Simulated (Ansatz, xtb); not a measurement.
**Redistribution: CH3Br + CH2BrI → CH3I + CH2Br2**

Species: CH3Br (bromomethane) `CBr`, singlet; CH2BrI (bromoiodomethane) `BrCI`, singlet; CH3I (methyl iodide) `CI`, singlet; CH2Br2 (dibromomethane) `BrCBr`, singlet. The partners trade Br for I; both sit on C, so the bond types are kept.

Shapes, held fixed at every level: PBE0-D4/def2-TZVP. Programs: Ansatz 0.2.0, xtb 6.7.1. The zero-point and thermal change to 298 K, harmonic and unscaled (PBE0-D4/def2-TZVP), is -0.3 kJ/mol.

**Question.** Estimate ΔH(298 K) of this reaction.

**Answer.** The highest level, CCSD(T)/def2-TZVPP, gives ΔH(298 K) = -2.1 kJ/mol; the levels span -12.5 to -2.1. That is about zero within the method's error. The column of differences is taken from that level and isn't an error. No measured value is set beside it here. For atoms past krypton def2 sets carry core potentials with scalar relativity. Relativity is left out for Br unless named. Correlated rows may include outer-core shells of Br, I, which these sets cover unevenly.

```csv
level,kind,ΔH(298 K) (kJ/mol),less CCSD(T)/def2-TZVPP
GFN0-xTB,semi-empirical,-12.5,-10.4
HF/def2-SVP,Hartree–Fock,-2.8,-0.7
HF/def2-TZVPP,Hartree–Fock,-2.6,-0.5
SPW92/def2-TZVPP,LDA,-3.4,-1.3
PBE-D4/def2-TZVPP,GGA,-2.4,-0.3
CCSD/def2-SVP,coupled cluster or CI,-2.3,-0.2
CCSD/def2-TZVPP,coupled cluster or CI,-2.2,-0.1
CCSD(T)/def2-TZVPP,coupled cluster or CI,-2.1,0.0
```
